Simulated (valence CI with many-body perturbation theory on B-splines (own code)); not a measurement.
Missing levels of Ir⁶⁴⁺

Calculated by valence CI with perturbative core correlation (CI+MBPT): three valence electrons over a frozen Dirac-Fock core [Ne], a basis of 11 s, 11 p, 10 d, 8 f, 5 g, 2 h functions for each j, with the one-electron correlation potential Σ1 (screened to all orders), the two-electron term Σ2, the three-electron term Σ3, Breit, model QED; selected single and double excitations, second order for the rest, scaled by the run's own slope (own B-spline code, finite nucleus).

The last digits are not significant, and no measured levels were compared; by estimate large intervals hold to a few tenths of a per cent, small ones and those within an open d or f shell to about a per cent.

```
                     Level  E (Ry)
        (3s^2 3p1/2) J=1/2   0.000
        (3s 3p1/2^2) J=1/2       ?
        (3s^2 3p3/2) J=3/2  32.321
(3s 3p1/2 3p3/2) J=3/2 [a]       ?
    (3s 3p1/2 3p3/2) J=5/2  44.509
(3s 3p1/2 3p3/2) J=3/2 [b]       ?
    (3s 3p1/2 3p3/2) J=1/2       ?
        (3s^2 3d3/2) J=3/2  50.440
        (3s^2 3d5/2) J=5/2       ?
(3s 3p1/2 3d3/2) J=3/2 [a]  58.899
(3s 3p1/2 3d3/2) J=3/2 [b]  59.901
    (3s 3p1/2 3d3/2) J=5/2  60.789
    (3s 3p1/2 3d3/2) J=1/2  62.853
(3s 3p1/2 3d3/2) J=3/2 [c]  63.427
(3s 3p1/2 3d5/2) J=5/2 [a]       ?
    (3s 3p1/2 3d5/2) J=7/2  69.173
(3s 3p1/2 3d5/2) J=5/2 [b]  69.957
    (3s 3p1/2 3d5/2) J=3/2  70.311
     (3p1/2^2 3d3/2) J=3/2  75.439
        (3s 3p3/2^2) J=5/2  76.317
```

Levels are named by their leading jj configuration (3d3/2^4 stands for four electrons in 3d with j = 3/2), which in mixed levels can hold well under half, so a name can repeat and another be missing. Letters in brackets count levels of one name in rising energy.

Problem. The levels stand in rising order. What does the calculation give for the missing energies?

Solution. (3s 3p1/2^2) J=1/2 13.144; (3s 3p1/2 3p3/2) J=3/2 [a] 43.092; (3s 3p1/2 3p3/2) J=3/2 [b] 46.099; (3s 3p1/2 3p3/2) J=1/2 46.900; (3s^2 3d5/2) J=5/2 56.981; (3s 3p1/2 3d5/2) J=5/2 [a] 68.047.
